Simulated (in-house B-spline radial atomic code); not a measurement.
Orbital energies and mean radii along the 19-electron series, configuration 1s2 2s2 2p6 3s2 3p6 3d3/2(1). The effective charge is n√(-2ε), a non-relativistic measure. Computed with an all-electron radial atomic-structure program (B-spline basis): Dirac-Hartree-Fock, jj configuration that fills j = l - 1/2 first, finite nuclei.

```tsv
ion	Z	energy of 3p3/2 (Eh)	mean radius of 3p3/2 (bohr)	energy of 3d3/2 (Eh)	mean radius of 3d3/2 (bohr)	energy of 3s1/2 (Eh)	mean radius of 3s1/2 (bohr)	energy of 3p1/2 (Eh)	mean radius of 3p1/2 (bohr)	effective charge of 3p3/2
Sc2+	21	-2.1103	1.1688	-0.89928	1.5504	-3.1427	1.0745	-2.1742	1.1625	6.1632
Ti3+	22	-2.9518	1.0632	-1.5859	1.2513	-4.1022	0.99285	-3.0316	1.0557	7.2892
V4+	23	-3.9213	0.97504	-2.3994	1.0736	-5.1926	0.92211	-4.0162	0.96728	8.4014
Cr5+	24	-5.0114	0.90072	-3.3345	0.94942	-6.4063	0.86062	-5.1223	0.89295	9.4976
Mn6+	25	-6.2192	0.83724	-4.3885	0.85544	-7.7402	0.80678	-6.3474	0.82956	10.58
Fe7+	26	-7.543	0.78237	-5.5597	0.7808	-9.1929	0.75927	-7.6904	0.7748	11.652
Co8+	27	-8.9818	0.73443	-6.8468	0.71957	-10.764	0.71705	-9.1506	0.72697	12.715
Ni9+	28	-10.535	0.69217	-8.2492	0.66814	-12.452	0.67926	-10.728	0.68479	13.771
Cu10+	29	-12.202	0.6546	-9.7661	0.62417	-14.258	0.64525	-12.422	0.64729	14.82
Zn11+	30	-13.983	0.62098	-11.397	0.58603	-16.181	0.61446	-14.233	0.61371	15.865
Ga12+	31	-15.877	0.59069	-13.142	0.55258	-18.221	0.58646	-16.161	0.58345	16.905
Ge13+	32	-17.885	0.56326	-15.001	0.52294	-20.38	0.56087	-18.206	0.55603	17.942
As14+	33	-20.006	0.5383	-16.973	0.49647	-22.657	0.53739	-20.368	0.53106	18.976
Se15+	34	-22.24	0.51547	-19.058	0.47267	-25.052	0.51576	-22.648	0.50821	20.008
Br16+	35	-24.587	0.49451	-21.257	0.45112	-27.565	0.49578	-25.047	0.48723	21.037
Kr17+	36	-27.047	0.4752	-23.569	0.43152	-30.198	0.47725	-27.564	0.46787	22.065
Rb18+	37	-29.621	0.45734	-25.994	0.41359	-32.951	0.46002	-30.2	0.44997	23.09
```

Question: How does the screening of 3p3/2 change?

Answer: Z less the effective charge goes from 14.84 at Z = 21 to 13.91 at Z = 37.
